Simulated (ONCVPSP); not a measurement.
**Before and after: ONCV potential for Tb**

ONCVPSP 4.0.1 input, shortened (lines: element, Z, core and valence counts, functional; n l f; lmax; l rc ep ncon nbas qcut; lloc lpopt rc5 dvloc0; l nproj debl; icmod fcfact rcfact), PBEsol, scalar-relativistic:

```
  Tb 65.00   10    4  -116133      upf
    1    0    2.00
    2    0    2.00
    2    1    6.00
    3    0    2.00
    3    1    6.00
    3    2   10.00
    4    0    2.00
    4    1    6.00
    4    2   10.00
    4    3    8.00
    5    0    2.00
    5    1    6.00
    5    2    1.00
    6    0    1.50
    2
    0    2.45    0.00    4    9    5.70
    1    1.70    0.00    4    8    5.70
    2    3.30    0.00    5   10    3.70
    4    1    1.40    0.00
    0    3    3.00
    1    1    2.10
    2    3    0.80
    3    3.25    1.40
```

All-electron outer shells of the reference configuration (PBEsol, scalar-relativistic, ld1.x):

| shell | level (eV) | outermost node (bohr) | outermost maximum (bohr) |
| --- | --- | --- | --- |
| 5s | -54.36 | 0.64 | 1.18 |
| 5p | -30.96 | 0.69 | 1.33 |
| 4f | -12.06 | – | 0.55 |
| 6s | -6.75 | 1.57 | 3.24 |
| 5d | -5.28 | 0.77 | 1.92 |

Change: functional LDA (Perdew-Wang 92).

Cutoffs: the cutoffs (Ha) at which the residual kinetic energy of the hardest occupied pseudo-wave falls to 1 and 0.1 mHa per electron; they do not see the model core or the augmentation charge, which bear on the density cutoff. Errors are all-electron minus pseudo energies relative to the spin-unpolarised reference configuration.

Q: How do hardness, ghosts and transferability respond?

A: The potential gets neither clearly harder nor softer (15 Ha and 57 Ha → 15 Ha and 57 Ha); of the 4 tests that both files solve, the error grows in 0 and shrinks in 2 by more than 15 % and 0.3 meV (median size 2.2 → 0.9 meV); neither file shows a bound ghost.

```csv
quantity,base,changed
"cutoff, loose",15 Ha,15 Ha
"cutoff, tight",57 Ha,57 Ha
loose cutoff by channel,"s 8.8 Ha, p 15 Ha, d 6.0 Ha","s 8.8 Ha, p 15 Ha, d 6.0 Ha"
bound ghosts,none,none
GHOST(+) flags under 300 eV,s at 181.6 eV,s at 181.0 eV
"error for 5s2 5p6 5d1 6s2, meV [ΔE -2.73 → -2.81 eV]",+0.7,+0.9
"error for 5s2 5p6 5d1 6s1, meV [ΔE 4.04 → 4.14 eV]",-1.0,-1.0
"error for 5s2 5p6 5d1 6s0, meV [ΔE 16.25 → 16.68 eV]",+3.4,-0.5
"error for 5s2 5p6 5d2 6s0, meV [ΔE 5.31 → 5.47 eV]",+17,+10
s: phases at 2.49 bohr within 0.05 rad from the reference energy up to (Ha; the scan ends near 5),4.5,4.5
p: phases at 1.73 bohr within 0.05 rad from the reference energy up to (Ha; the scan ends near 5),1.3,1.3
d: phases at 3.36 bohr within 0.05 rad from the reference energy up to (Ha; the scan ends near 5),3.0,3.0
"rms error of d²Exc/dni dnj with the model core, mHa",1.12,1.67
```
